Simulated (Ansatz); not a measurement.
`C=CCS[SiH3]` at its PBE0-D4/def2-TZVP geometry, where that method's forces vanish. The species carries charge 0 and has multiplicity 1.

```xyz
13

C    -0.2881    1.7133    0.7571
C    -0.2948    0.4663    1.2089
C     0.8241   -0.4908    1.0161
S     0.3341   -1.9509    0.0211
Si   -0.3152   -0.9910   -1.7675
H     0.5658    2.1174    0.2222
H    -1.1341    2.3734    0.9069
H    -1.1677    0.0808    1.7297
H     1.6827   -0.0095    0.5446
H     1.1505   -0.9176    1.9677
H    -1.6365   -0.3264   -1.6403
H    -0.4094   -2.0833   -2.7682
H     0.6887    0.0183   -2.1983
```

(1) What forces (eV/Å) does ωB97M-V/def2-TZVPP give on these atoms in Ansatz 0.2.0? (An estimate is asked.)

Answers

(1) Computed: 
```
C1  -0.013  0.023 -0.003
C2  -0.212  0.179  0.044
C3   0.261 -0.133  0.021
S4  -0.017 -0.065 -0.016
Si5 -0.057  0.072 -0.168
H6  -0.049 -0.042  0.040
H7   0.062 -0.058 -0.008
H8   0.057  0.033 -0.039
H9  -0.067 -0.021  0.044
H10 -0.021  0.070 -0.081
H11  0.158 -0.080 -0.010
H12  0.010  0.134  0.117
H13 -0.111 -0.111  0.061
```
